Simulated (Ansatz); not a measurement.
Compare A (`BC(F)[SiH2][SiH3]`) with its isomer B (`BC([SiH3])[SiH2]F`).

Isolated molecules relaxed with PBE0-D4/def2-TZVP in Ansatz; ΔE leaves out vibrations. CBS: MP2 limit from def2 TZ/QZ plus the TZ coupled-cluster correction, frozen cores. Functionals use def2-TZVPP. B3LYP here is the variant with VWN-RPA as its local correlation; programs differ in this. One conformer a species, not always the lowest.

A:

```xyz
13

B     0.7449    1.2200    1.4233
C     0.7068    1.3383   -0.0864
F     0.4389    2.5798   -0.6404
Si   -0.8720    0.1885   -0.2784
Si   -0.2490   -2.0105   -0.7646
H     1.0735    0.1600    1.8758
H     0.3497    2.0949    2.1311
H     1.4900    0.8470   -0.6711
H    -1.6797    0.8142   -1.3557
H    -1.6724    0.2209    0.9807
H     0.5717   -2.0337   -2.0050
H    -1.4566   -2.8539   -0.9654
H     0.5541   -2.5655    0.3562
```

B:

```xyz
13

B     0.584    1.418   -0.760
C    -0.339    0.533    0.090
Si    0.660   -0.287    1.471
Si   -0.958   -0.900   -0.923
F    -1.499   -0.391   -2.344
H     0.422    2.600   -0.841
H     1.495    0.918   -1.360
H    -1.178    1.064    0.552
H     2.025   -0.623    0.998
H    -0.016   -1.542    1.905
H     0.745    0.630    2.634
H    -2.090   -1.567   -0.239
H     0.148   -1.853   -1.182
```

(1) Which is lower in electronic energy at CCSD(T)/CBS, and by how much? (Best estimate.)

(2) Give E(B) − E(A) in kJ/mol with B3LYP-D4, CCSD/def2-TZVPP, B3LYP, r2SCAN-D4, HF/def2-TZVPP, PBE0-D4, PBE-D4. (Best estimate.)

Largest T1 diagnostic: 0.014.

## Answers

(1) The calculation gave: B, by 272.8 kJ/mol.

(2) The calculation gave: B3LYP-D4 -252.6, CCSD/def2-TZVPP -271.9, B3LYP -249.1, r2SCAN-D4 -253.1, HF/def2-TZVPP -281.5, PBE0-D4 -244.4, PBE-D4 -227.7. None reverses the order clearly.

From PBE to PBE0 (25 % exact exchange), in def2-TZVPP and without D4, E(B) − E(A) moves by −17.2 kJ/mol. The D4 term adds −3.5 kJ/mol with B3LYP and −1.6 kJ/mol with PBE0; it sums over pairs of atoms, weighted by their polarisabilities, and B3LYP, whose exchange is more repulsive, gets the larger term.
